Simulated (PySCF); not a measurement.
A structure optimised at r2SCAN-D4/def2-SVP, used in a PySCF frequency run:

```
Al
O 1 1.6969
H 2 0.9605 1 123.81
O 1 1.6969 2 120.00 3 0.00
H 4 0.9605 1 123.81 2 180.00
O 1 1.6969 2 120.00 3 180.00
H 6 0.9605 1 123.81 2 0.00
```
Charge 0, spin multiplicity 1.

Task: Write its SMILES, formula and point group.

Result: [OH][Al]([OH])[OH], AlH3O3, C3h

Task: What are its rotational constants (standard atomic weights)?

Result: 6.5132, 6.5132, 3.2566 GHz
